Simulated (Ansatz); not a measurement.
A geometry relaxed with B3LYP-D3(BJ)/def2-TZVP (Ansatz, a quantum-chemistry and plane-wave program), charge 0, multiplicity 1:

```xyz
4

F     -0.7042     1.5842    -0.0025
Ga     0.0000     0.0000     0.0000
F      1.7241    -0.1823    -0.0085
F     -1.0199    -1.4019     0.0111
```

Write the SMILES of this molecule.

`[F][Ga]([F])[F]`
